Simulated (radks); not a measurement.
The numbers below are computed, except where a source is named.
Initial-state core-level shifts of the platinum ion Pt3+ when its valence configuration changes from [Xe] 4f14 5d7. Code: a radial shooting solver on a logarithmic mesh with Libxc functionals. Model: scalar-relativistic Kohn-Sham, LDA (Slater exchange, Perdew-Wang correlation), spin-unpolarised, spherical densities, point nucleus. Shifts are changes of the shell-averaged eigenvalues in eV (positive: less bound).

| valence | 2s | 4p | 4d | 5p |
|---|---|---|---|---|
| 4f13 5d8 | -13.509 | -12.755 | -12.237 | -3.478 |
| 4f11 5d8 6s2 | -51.778 | -48.302 | -46.692 | -18.104 |
| 4f10 5d9 6s2 | -67.127 | -62.061 | -59.893 | -21.589 |
| 4f13 5d7 6p1 | -19.514 | -18.608 | -18.087 | -8.688 |
| 4f14 5d6 6s1 | -4.286 | -4.137 | -4.138 | -3.587 |
| 4f13 5d7 6s1 | -17.954 | -17.034 | -16.515 | -7.175 |
| 4f12 5d8 6p1 | -33.713 | -31.785 | -30.726 | -12.215 |
| 4f12 5d7 6s1 6p1 | -38.478 | -36.325 | -35.263 | -16.053 |
| 4f12 5d9 | -27.545 | -25.784 | -24.729 | -6.881 |
